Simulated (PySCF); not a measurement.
Basis-set dependence of population analyses: `CB(N)C(C)C`

Compound: C4H12BN.
SMILES with atom numbers: `[CH3:1][B:2]([NH2:3])[CH:4]([CH3:5])[CH3:6]` (hydrogens: H7, H8, H9 on C1; H10, H11 on N3; H12 on C4; H13, H14, H15 on C5; H16, H17, H18 on C6)

PBE0 throughout (PySCF), one geometry, spherical d and f functions. One conformer (not necessarily the lowest) at the PBE0-D3(BJ)/def2-SVP geometry, without solvent, vibrations or thermal averaging. Atoms taken as equivalent share a column and are averaged. The first 7 of 9 kinds of atom are listed.

Mulliken charges (e):

```
        basis  functions      C1      B2      N3      C4   C5/C6  H7/H8/H9  H10/H11
       STO-3G         42  -0.336  +0.330  -0.458  -0.150  -0.228    +0.066   +0.203
        6-31G         78  -0.726  +0.724  -0.861  -0.331  -0.495    +0.159   +0.318
       6-31G*        108  -0.713  +0.514  -0.790  -0.252  -0.534    +0.170   +0.337
     def2-SVP        144  -0.132  -0.116  -0.078  -0.180  -0.054    +0.046   +0.129
6-311+G(2d,p)        234  -0.765  +0.787  -0.690  +0.322  -0.764    +0.151   +0.240
    def2-TZVP        258  -0.481  +0.177  -0.468  -0.075  -0.388    +0.129   +0.234
```

IAO charges (e):

| basis | functions | C1 | B2 | N3 | C4 | C5/C6 | H7/H8/H9 | H10/H11 |
| --- | --- | --- | --- | --- | --- | --- | --- | --- |
| STO-3G | 42 | -0.515 | +0.253 | -0.436 | -0.236 | -0.380 | +0.129 | +0.222 |
| 6-31G | 78 | -0.577 | +0.280 | -0.534 | -0.226 | -0.418 | +0.147 | +0.264 |
| 6-31G* | 108 | -0.559 | +0.287 | -0.529 | -0.224 | -0.396 | +0.141 | +0.259 |
| def2-SVP | 144 | -0.551 | +0.270 | -0.511 | -0.223 | -0.385 | +0.138 | +0.257 |
| 6-311+G(2d,p) | 234 | -0.580 | +0.287 | -0.552 | -0.232 | -0.409 | +0.148 | +0.270 |
| def2-TZVP | 258 | -0.580 | +0.288 | -0.551 | -0.232 | -0.409 | +0.147 | +0.269 |

Hirshfeld charges (e):

```
        basis  functions      C1      B2      N3      C4   C5/C6  H7/H8/H9  H10/H11
       STO-3G         42  -0.117  +0.139  -0.189  -0.051  -0.043    +0.009   +0.113
        6-31G         78  -0.178  +0.150  -0.229  -0.075  -0.100    +0.032   +0.123
       6-31G*        108  -0.178  +0.146  -0.229  -0.078  -0.101    +0.032   +0.124
     def2-SVP        144  -0.197  +0.158  -0.230  -0.090  -0.112    +0.036   +0.127
6-311+G(2d,p)        234  -0.194  +0.167  -0.241  -0.101  -0.116    +0.037   +0.124
    def2-TZVP        258  -0.198  +0.168  -0.242  -0.097  -0.118    +0.037   +0.125
```

ESP-fitted charges (e):

```csv
basis,functions,C1,B2,N3,C4,C5/C6,H7/H8/H9,H10/H11
STO-3G,42,-0.507,+0.426,-0.728,+0.167,-0.509,+0.105,+0.303
6-31G,78,-0.543,+0.537,-1.079,+0.216,-0.479,+0.115,+0.416
6-31G*,108,-0.574,+0.561,-1.084,+0.260,-0.521,+0.120,+0.414
def2-SVP,144,-0.503,+0.442,-0.950,+0.266,-0.455,+0.107,+0.377
"6-311+G(2d,p)",234,-0.651,+0.672,-1.212,+0.336,-0.586,+0.135,+0.439
def2-TZVP,258,-0.646,+0.655,-1.186,+0.334,-0.577,+0.134,+0.432
```

Some averages cover members that differ in this geometry, most widely: H10/H11, ESP-fitted in 6-311+G(2d,p) +0.415 to +0.463; H10/H11, ESP-fitted in def2-TZVP +0.409 to +0.456; H10/H11, ESP-fitted in 6-31G* +0.395 to +0.433; H10/H11, ESP-fitted in def2-SVP +0.359 to +0.395 e.

**Question.** Which scheme is steadiest as the basis changes?

**Answer.** Largest range over the bases for any column: Hirshfeld 0.08 e, IAO 0.12 e, ESP-fitted 0.48 e, Mulliken 0.90 e. Hirshfeld charges move least and Mulliken charges most, counted in e. Without the minimal STO-3G basis the ranges are Hirshfeld 0.03, IAO 0.04, ESP-fitted 0.26, Mulliken 0.90 e.

**Question.** How much do the charges still move between the two largest bases, 6-311+G(2d,p) and def2-TZVP?

**Answer.** At most, over all atoms: Mulliken 0.610 e, IAO 0.002 e, Hirshfeld 0.004 e, ESP-fitted 0.026 e.

**Question.** What do the same runs give for the total energy, the frontier levels and the dipole moment?

**Answer.** 
```csv
basis,energy (Eh),HOMO (eV),LUMO (eV),μ (D)
STO-3G,-236.1395,-5.90,4.47,1.80
6-31G,-238.9600,-7.51,1.62,1.56
6-31G*,-239.0058,-7.50,1.56,1.59
def2-SVP,-238.8475,-7.65,1.37,1.62
"6-311+G(2d,p)",-239.0878,-7.78,0.00,1.42
def2-TZVP,-239.1035,-7.74,0.85,1.46
```

The dipole is fixed by the density alone, so its range of 0.38 D shows that the density itself changes with the basis, not only its division among atoms.
